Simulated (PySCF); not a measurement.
**Rubidium: a sound run and one with changed settings**

Sound run: Rb [Kr] 5s1, Rb⁺ [Kr]. All numbers are calculated (PySCF 2.14, a scalar-relativistic core potential, in def2-TZVP with the def2 core potential (28 electrons) (6s4p3d, 33 functions)). The sound run starts from symmetry-adapted Hartree-Fock orbitals and uses a fine grid where one is needed.

A second run was set up differently.

```
species  method  sound run (hartree)  changed run (hartree)  converged
     Rb     UHF            -23.80256              -23.79925         no
     Rb  r2SCAN            -24.09594              -24.09561         no
     Rb    PBE0            -24.08179              -24.08169         no
    Rb⁺     UHF            -23.66274              -23.66274         no
    Rb⁺  r2SCAN            -23.94579              -23.94579         no
    Rb⁺    PBE0            -23.92729              -23.92729         no
```

Question: What was changed?
A. too few SCF iterations
B. a valence shell is frozen
C. minimal basis
D. radial grid too coarse

Answer: A. It used initial guess 1e, at most 3 SCF cycles. The SCF was stopped early; the energies are upper bounds that still move, and correlated levels were skipped or rest on poor orbitals.
